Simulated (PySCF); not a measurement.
PySCF input (M06-2X/def2-TZVPD):

```python
from pyscf import gto, scf, dft

mol = gto.M(
    atom='''
    C     1.53627098    0.57570899   -0.83305057
    Si    0.00736039    0.01516324    0.00180400
    O    -0.56128161   -1.38620737   -0.65972961
    O    -1.03178877    1.27672941   -0.11791325
    O     0.19845757   -0.35709723    1.59053184
    H     1.68669272    1.60143689   -1.14765947
    H     2.37386683   -0.08712723   -1.01876658
    H    -0.67693740   -1.41683277   -1.61248087
    H    -1.81451475    1.25844256    0.43913093
    H     0.26712377   -1.28985735    1.80971144
    ''',
    basis='def2-tzvpd',
    charge=0,
    spin=1,
    verbose=4,
)

mf = dft.UKS(mol, xc='m062x').density_fit(auxbasis='def2-universal-jkfit')
mf.grids.level = 4
mf.conv_tol = 1e-9
mf.max_cycle = 100
mf.max_memory = 1500
mf.kernel()
if not mf.converged:
    mf = mf.newton()
    mf.kernel(mf.make_rdm1())
for _ in range(2):
    mo, _, stable, _ = mf.stability(return_status=True)
    if stable:
        break
    mf.kernel(mf.make_rdm1(mo, mf.mo_occ))
mf.analyze()
```

Output:

```
PySCF version 2.14.0

[INPUT] verbose = 4
[INPUT] num. atoms = 10
[INPUT] num. electrons = 49
[INPUT] charge = 0
[INPUT] spin (= nelec alpha-beta = 2S) = 1
[INPUT] symmetry False subgroup None
[INPUT] Mole.unit = angstrom
[INPUT] Symbol           X                Y                Z      unit          X                Y                Z       unit  Magmom
[INPUT]  1 C      1.536270980000   0.575708990000  -0.833050570000 AA    2.903131405317   1.087932318550  -1.574237425213 Bohr   0.0
[INPUT]  2 Si     0.007360390000   0.015163240000   0.001804000000 AA    0.013909121270   0.028654370761   0.003409065929 Bohr   0.0
[INPUT]  3 O     -0.561281610000  -1.386207370000  -0.659729610000 AA   -1.060668521655  -2.619552281154  -1.246708279166 Bohr   0.0
[INPUT]  4 O     -1.031788770000   1.276729410000  -0.117913250000 AA   -1.949798193702   2.412668920078  -0.222823748957 Bohr   0.0
[INPUT]  5 O      0.198457570000  -0.357097230000   1.590531840000 AA    0.375030454647  -0.674815964541   3.005669570001 Bohr   0.0
[INPUT]  6 H      1.686692720000   1.601436890000  -1.147659470000 AA    3.187387297098   3.026277127875  -2.168762082563 Bohr   0.0
[INPUT]  7 H      2.373866830000  -0.087127230000  -1.018766580000 AA    4.485958164889  -0.164646602692  -1.925189821060 Bohr   0.0
[INPUT]  8 H     -0.676937400000  -1.416832770000  -1.612480870000 AA   -1.279226289475  -2.677425899609  -3.047147225400 Bohr   0.0
[INPUT]  9 H     -1.814514750000   1.258442560000   0.439130930000 AA   -3.428935926484   2.378111781897   0.829837190526 Bohr   0.0
[INPUT] 10 H      0.267123770000  -1.289857350000   1.809711440000 AA    0.504790766661  -2.437477131257   3.419858986092 Bohr   0.0

nuclear repulsion = 251.969527177047
number of shells = 95
number of NR pGTOs = 341
number of NR cGTOs = 245
basis = def2-tzvpd
ecp = {}

******** <class 'pyscf.df.df_jk.DFUKS'> ********
method = DFUKS
initial guess = minao
damping factor = 0
level_shift factor = 0
DIIS = <class 'pyscf.scf.diis.CDIIS'>
diis_start_cycle = 1
diis_space = 8
diis_damp = 0
SCF conv_tol = 1e-09
SCF conv_tol_grad = None
SCF max_cycles = 100
direct_scf = False
number electrons alpha = 25  beta = 24
XC library pyscf.dft.libxc version 7.1.2
    S. Lehtola, C. Steigemann, M. J. T. Oliveira, and M. A. L. Marques,  SoftwareX 7, 1–5 (2018)
XC functionals = m062x
    Y. Zhao and D. G. Truhlar,  Theor. Chem. Acc. 120, 215 (2008)
    Y. Zhao and D. G. Truhlar,  Theor. Chem. Acc. 120, 215 (2008)
radial grids:
    Treutler-Ahlrichs [JCP 102, 346 (1995); DOI:10.1063/1.469408] (M4) radial grids

becke partition: Becke, JCP 88, 2547 (1988); DOI:10.1063/1.454033
pruning grids: <function nwchem_prune>
grids dens level: 4
symmetrized grids: False
atomic radii adjust function: <function treutler_atomic_radii_adjust>
small_rho_cutoff = 0
Set gradient conv threshold to 3.16228e-05
tot grids = 220848
******** <class 'pyscf.df.df.DF'> ********
auxbasis = def2-universal-jkfit
[...]
  beta  nocc = 24  HOMO = -0.389342019711394  LUMO = -0.0656323034908226
  HOMO = -0.301393088773  LUMO = -0.0656323034908  gap/eV = 6.41538
Extra cycle  E= -556.402600222633  delta_E= 8.98e-12  |g|= 1.48e-05  |ddm|= 1.9e-05
converged SCF energy = -556.402600222633  <S^2> = 0.75453327  2S+1 = 2.0045281
uhf_internal: lowest eigs of H = [0.31889828 0.42928813 0.44083309]
<class 'pyscf.df.df_jk.DFUKS'> wavefunction is stable in the internal stability analysis
**** SCF Summaries ****
Total Energy =                        -556.402600222632600
Nuclear Repulsion Energy =             251.969527177047127
One-electron Energy =                -1268.619065734320202
Two-electron Energy =                  460.246938334640504
Two-electron Coulomb Energy =          514.307979407478911
DFT Exchange-Correlation Energy =      -54.061041072838378
HOMO-LUMO gap [eV] =                     6.415377736684040
**** MO energy ****
                             alpha | beta                alpha | beta
MO #1   energy= -67.0483963608854  | -67.0486090802447  occ= 1 | 1
MO #2   energy= -19.6287588738369  | -19.6284386481567  occ= 1 | 1
MO #3   energy= -19.6253189174568  | -19.625169933431   occ= 1 | 1
MO #4   energy= -19.6243119396724  | -19.6238152919884  occ= 1 | 1
MO #5   energy= -10.544942275022   | -10.5389399341898  occ= 1 | 1
MO #6   energy= -5.57945575662593  | -5.57973969587664  occ= 1 | 1
MO #7   energy= -3.89196394656824  | -3.89190886347863  occ= 1 | 1
MO #8   energy= -3.89178330695616  | -3.89187159759341  occ= 1 | 1
MO #9   energy= -3.89025340885144  | -3.89078174109311  occ= 1 | 1
MO #10  energy= -1.14845517339969  | -1.14743197149438  occ= 1 | 1
MO #11  energy= -1.11860151263655  | -1.11789405220912  occ= 1 | 1
MO #12  energy= -1.11453445436549  | -1.11319830098024  occ= 1 | 1
MO #13  energy= -0.781207603847541 | -0.738861768263014 occ= 1 | 1
MO #14  energy= -0.652078066052525 | -0.648253400607522 occ= 1 | 1
MO #15  energy= -0.606903580421832 | -0.606090480796318 occ= 1 | 1
MO #16  energy= -0.595997410539994 | -0.594633522193092 occ= 1 | 1
MO #17  energy= -0.503218571233607 | -0.493972360309804 occ= 1 | 1
MO #18  energy= -0.482661655547553 | -0.479711676816457 occ= 1 | 1
MO #19  energy= -0.479592231645556 | -0.471400980950661 occ= 1 | 1
MO #20  energy= -0.453896976292648 | -0.45257399646803  occ= 1 | 1
MO #21  energy= -0.439735284553288 | -0.437231359506656 occ= 1 | 1
MO #22  energy= -0.423908954765976 | -0.418719300488019 occ= 1 | 1
MO #23  energy= -0.404130265796978 | -0.401857330366839 occ= 1 | 1
MO #24  energy= -0.400383499093685 | -0.389342019711394 occ= 1 | 1
MO #25  energy= -0.30139308877272  | -0.0656323034908226 occ= 1 | 0
MO #26  energy= -0.00259741842520754 | -0.00675760532958916 occ= 0 | 0
MO #27  energy= 0.0282566928811296 | 0.0259434271980646 occ= 0 | 0
MO #28  energy= 0.0303074953326974 | 0.0300956851017824 occ= 0 | 0
MO #29  energy= 0.0404082737088175 | 0.0353270431884193 occ= 0 | 0
MO #30  energy= 0.0687940359700397 | 0.0644573924183098 occ= 0 | 0
MO #31  energy= 0.0731796692038606 | 0.071092805492978  occ= 0 | 0
MO #32  energy= 0.0759315403271304 | 0.0737504212949079 occ= 0 | 0
MO #33  energy= 0.0785581504807217 | 0.075960523935819  occ= 0 | 0
MO #34  energy= 0.0962277939216844 | 0.0936200192704053 occ= 0 | 0
MO #35  energy= 0.107359578156716  | 0.102279003484484  occ= 0 | 0
MO #36  energy= 0.114027965247467  | 0.107148255652775  occ= 0 | 0
MO #37  energy= 0.116570665075856  | 0.114312900405572  occ= 0 | 0
MO #38  energy= 0.128128353508487  | 0.124819642066094  occ= 0 | 0
MO #39  energy= 0.135259369221168  | 0.127176809808996  occ= 0 | 0
MO #40  energy= 0.139320680042019  | 0.136451521393339  occ= 0 | 0
MO #41  energy= 0.149382895145169  | 0.141034683188744  occ= 0 | 0
MO #42  energy= 0.155098086668626  | 0.142782856110866  occ= 0 | 0
MO #43  energy= 0.16100814398688   | 0.157354117227894  occ= 0 | 0
MO #44  energy= 0.179754091286143  | 0.176354883218973  occ= 0 | 0
MO #45  energy= 0.200052442600478  | 0.192854438038065  occ= 0 | 0
MO #46  energy= 0.209047526626018  | 0.199009662720793  occ= 0 | 0
MO #47  energy= 0.218823015365864  | 0.219204385169956  occ= 0 | 0
MO #48  energy= 0.229132373029727  | 0.226681825837923  occ= 0 | 0
MO #49  energy= 0.237990641329374  | 0.236208274680341  occ= 0 | 0
MO #50  energy= 0.244133356874324  | 0.244550470874634  occ= 0 | 0
MO #51  energy= 0.251385650836985  | 0.249947412766715  occ= 0 | 0
MO #52  energy= 0.260340231637516  | 0.257078029143135  occ= 0 | 0
MO #53  energy= 0.273030512245291  | 0.264459776950914  occ= 0 | 0
MO #54  energy= 0.277004023606869  | 0.272977715074698  occ= 0 | 0
MO #55  energy= 0.282268102718065  | 0.277512525244492  occ= 0 | 0
MO #56  energy= 0.287992070862533  | 0.285892647408286  occ= 0 | 0
MO #57  energy= 0.289941915069364  | 0.287799472574549  occ= 0 | 0
MO #58  energy= 0.302473095385311  | 0.296393295979638  occ= 0 | 0
MO #59  energy= 0.311305288219864  | 0.302406434929416  occ= 0 | 0
MO #60  energy= 0.314178677589664  | 0.308501933865092  occ= 0 | 0
MO #61  energy= 0.319094618016331  | 0.316564535795911  occ= 0 | 0
MO #62  energy= 0.331770568552319  | 0.326600716439671  occ= 0 | 0
MO #63  energy= 0.333450333568948  | 0.331162212057263  occ= 0 | 0
MO #64  energy= 0.337883598951323  | 0.333305309893215  occ= 0 | 0
MO #65  energy= 0.34502955592098   | 0.339443950818344  occ= 0 | 0
MO #66  energy= 0.357590028428321  | 0.344432476860808  occ= 0 | 0
MO #67  energy= 0.362529046095442  | 0.352376189793931  occ= 0 | 0
MO #68  energy= 0.374770625976084  | 0.363838650596861  occ= 0 | 0
MO #69  energy= 0.385950911464053  | 0.370222240730563  occ= 0 | 0
MO #70  energy= 0.38998950523592   | 0.380899517788758  occ= 0 | 0
MO #71  energy= 0.401469703127164  | 0.393758777525088  occ= 0 | 0
MO #72  energy= 0.406138538184068  | 0.401478592782991  occ= 0 | 0
MO #73  energy= 0.41708075171292   | 0.407728549768773  occ= 0 | 0
MO #74  energy= 0.428420170687863  | 0.419247013162462  occ= 0 | 0
MO #75  energy= 0.441294128385664  | 0.438745866396956  occ= 0 | 0
MO #76  energy= 0.450100663721928  | 0.441599466844085  occ= 0 | 0
MO #77  energy= 0.463304045336181  | 0.456959119536726  occ= 0 | 0
MO #78  energy= 0.473784361084736  | 0.469114343784371  occ= 0 | 0
MO #79  energy= 0.501001080574056  | 0.488190309296604  occ= 0 | 0
MO #80  energy= 0.50620795847522   | 0.493117411727648  occ= 0 | 0
MO #81  energy= 0.51420557220191   | 0.502280254724928  occ= 0 | 0
MO #82  energy= 0.527180322240552  | 0.517728509377782  occ= 0 | 0
MO #83  energy= 0.545131855465498  | 0.532327789302421  occ= 0 | 0
MO #84  energy= 0.551170763287886  | 0.545344240315611  occ= 0 | 0
MO #85  energy= 0.590838158560383  | 0.57900222859127   occ= 0 | 0
MO #86  energy= 0.60325881180753   | 0.596056399130524  occ= 0 | 0
MO #87  energy= 0.608518106686387  | 0.601447044324066  occ= 0 | 0
MO #88  energy= 0.620349193925094  | 0.617063104750231  occ= 0 | 0
MO #89  energy= 0.638592708687822  | 0.633784920808571  occ= 0 | 0
MO #90  energy= 0.646170600775004  | 0.640272229333464  occ= 0 | 0
MO #91  energy= 0.654224678339674  | 0.651442272525812  occ= 0 | 0
MO #92  energy= 0.66106821431938   | 0.654438442111708  occ= 0 | 0
MO #93  energy= 0.680725492866452  | 0.67543591979417   occ= 0 | 0
MO #94  energy= 0.689222850795262  | 0.679961816394353  occ= 0 | 0
MO #95  energy= 0.694146082492619  | 0.685107484627132  occ= 0 | 0
MO #96  energy= 0.710927961677151  | 0.707821657027691  occ= 0 | 0
MO #97  energy= 0.723048667695608  | 0.721559652845569  occ= 0 | 0
MO #98  energy= 0.745054930236143  | 0.741917098075953  occ= 0 | 0
MO #99  energy= 0.757383042296853  | 0.74621162512332   occ= 0 | 0
MO #100 energy= 0.77398089003125   | 0.775940163282321  occ= 0 | 0
MO #101 energy= 0.778276169645047  | 0.779032417353407  occ= 0 | 0
MO #102 energy= 0.795602714515069  | 0.794045304433121  occ= 0 | 0
MO #103 energy= 0.80149444219304   | 0.804703738386121  occ= 0 | 0
MO #104 energy= 0.824712194819333  | 0.824741526746883  occ= 0 | 0
[...]
```

It need not be the lowest isomer of its formula.
